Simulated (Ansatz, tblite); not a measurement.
Removing an electron: Zn₂Se₂⁻ (the lowest doublet isomer of a short search). The state is a doublet with charge -1. Geometry: PBE-D4/def2-SVPD. Ansatz, gas phase; energy differences of separate SCF runs; the oxidised species is a singlet (the triplet lies 1.65 eV higher at PBE0-D4/def2-TZVPD).

Cartesian coordinates in Å:
```
Zn -0.801 -0.120 -1.073
Zn 0.801 0.120 1.072
Se -1.251 -1.125 1.060
Se 1.251 1.125 -1.060
```

The xTB rows come from tblite. The structure comes from a short search, and lower isomers may exist.

```tsv
level	−HOMO (eV)	vertical IE (eV)	−LUMO (eV)	HOMO–LUMO gap (eV)	remarks
GFN1-xTB	–	4.45	–	–	–
PBE-D4/def2-TZVPD	-0.05	2.04	-0.76	0.71	HOMO above zero (-1 doublet)
r2SCAN-D4/def2-TZVPD	0.22	2.17	-0.93	1.15	–
```

(1) Estimate the rows for GFN2-xTB, PBE0-D4/def2-TZVPD.

Results:

(1) 
```csv
level,−HOMO (eV),vertical IE (eV),−LUMO (eV),HOMO–LUMO gap (eV)
GFN2-xTB,–,6.70,–,–
PBE0-D4/def2-TZVPD,0.53,1.99,-1.48,2.01
```

  A HOMO above zero means that the electron is unbound at that level or that self-interaction error raises the level; the energy of removing that electron tells which. HOMO and LUMO are the levels of the spin that leaves or enters (xTB has no such levels and no spin-polarisation term). Other spin states of the ions may lie lower, which would lower the ionisation energy or raise the affinity. Raw xTB energy differences between charge states are shifted by several eV; the methods need an empirical correction for them.
